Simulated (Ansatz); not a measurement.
Gas-phase electronic energies from Ansatz, PBE0-D4/def2-TZVP geometries. CBS: MP2 limit from def2 TZ/QZ plus the TZ coupled-cluster correction, frozen cores. This one scheme is used for every species. Functionals use def2-TZVPP. B3LYP here is the variant with VWN-RPA as its local correlation; programs differ in this. For Ga outer-core shells are correlated without core-valence functions, which leaves a few kJ/mol of doubt a bond. Scalar relativity is left out up to krypton. Each species was taken in one conformer, which may not be the lowest.

Consider the ligand exchange at a Ga–S bond: `[SH][Ga]([Cl])[Cl]` + CH₃NH₂ → `C[NH][Ga]([Cl])[Cl]` + H₂S.

`[SH][Ga]([Cl])[Cl]`:

```xyz
5

S    -0.253   -0.149    1.725
Ga   -0.268    0.053   -0.440
Cl   -2.106    0.236   -1.484
Cl    1.537    0.074   -1.564
H     1.090   -0.215    1.763
```

CH₃NH₂:

Cartesian coordinates in Å:
```
C -0.172 0.492 -0.226
N 0.451 -0.573 0.541
H -0.888 0.163 -0.994
H 0.603 1.080 -0.725
H -0.697 1.168 0.452
H 0.953 -1.205 -0.068
H -0.250 -1.124 1.020
```

`C[NH][Ga]([Cl])[Cl]`:

Cartesian coordinates in Å:
```
C 0.499 -1.194 0.371
N -0.505 -0.155 0.316
Ga -0.382 1.415 -0.539
Cl 1.385 1.905 -1.617
Cl -1.987 2.807 -0.491
H 0.137 -2.135 -0.058
H 0.827 -1.391 1.398
H 1.379 -0.892 -0.200
H -1.353 -0.361 0.818
```

H₂S:

Z-matrix (Å, degrees):
```
S
H 1 1.341
H 1 1.341 2 92.3
```

```json
{"level": "LDA (SPW92)", "ΔE (kcal/mol)": "9.7", "difference from CCSD(T)/CBS": "0.1"}
{"level": "revPBE-D4", "ΔE (kcal/mol)": "11.7", "difference from CCSD(T)/CBS": "2.1"}
{"level": "B97M-V", "ΔE (kcal/mol)": "12.1", "difference from CCSD(T)/CBS": "2.5"}
{"level": "PBE0-D4", "ΔE (kcal/mol)": "12.0", "difference from CCSD(T)/CBS": "2.4"}
{"level": "B3LYP-D4", "ΔE (kcal/mol)": "10.7", "difference from CCSD(T)/CBS": "1.1"}
{"level": "r2SCANh-D4", "ΔE (kcal/mol)": "11.5", "difference from CCSD(T)/CBS": "1.9"}
{"level": "ωB97M-V", "ΔE (kcal/mol)": "10.8", "difference from CCSD(T)/CBS": "1.2"}
{"level": "r2SCAN", "ΔE (kcal/mol)": "11.6", "difference from CCSD(T)/CBS": "2.0"}
{"level": "r2SCAN0", "ΔE (kcal/mol)": "11.9", "difference from CCSD(T)/CBS": "2.3"}
{"level": "CAM-B3LYP", "ΔE (kcal/mol)": "9.9", "difference from CCSD(T)/CBS": "0.3"}
{"level": "RPA@PBE/def2-TZVPP", "ΔE (kcal/mol)": "8.7", "difference from CCSD(T)/CBS": "-0.9"}
{"level": "MP2/def2-TZVPP", "ΔE (kcal/mol)": "9.5", "difference from CCSD(T)/CBS": "-0.1"}
{"level": "SCS-MP2/def2-TZVPP", "ΔE (kcal/mol)": "9.2", "difference from CCSD(T)/CBS": "-0.4"}
{"level": "CCSD/def2-TZVPP", "ΔE (kcal/mol)": "9.3", "difference from CCSD(T)/CBS": "-0.3"}
{"level": "MP2/CBS(def2)", "ΔE (kcal/mol)": "9.7", "difference from CCSD(T)/CBS": "0.1"}
{"level": "CCSD/CBS(def2)", "ΔE (kcal/mol)": "9.6", "difference from CCSD(T)/CBS": "0.0"}
{"level": "CCSD(T)/CBS", "ΔE (kcal/mol)": "9.6", "difference from CCSD(T)/CBS": "0"}
```

Largest T1 diagnostic among the species: 0.012.

At CCSD(T), def2-SVP lies −1.2 kcal/mol from the extrapolated value and def2-TZVPP −0.2 kcal/mol. Leaving LDA and LC-ωPBE aside and taking each functional with its dispersion term where it has one, the values, not all of them listed here, spread over 2.6 kcal/mol, from CAM-B3LYP-D4 to B97M-V. LDA lies −2.4 kcal/mol from PBE without D4. In def2-TZVPP, CCSD(T) changes the Hartree–Fock value by −2.3 kcal/mol (the triples alone add +0.0 kcal/mol) and MP2 by −2.2 kcal/mol.
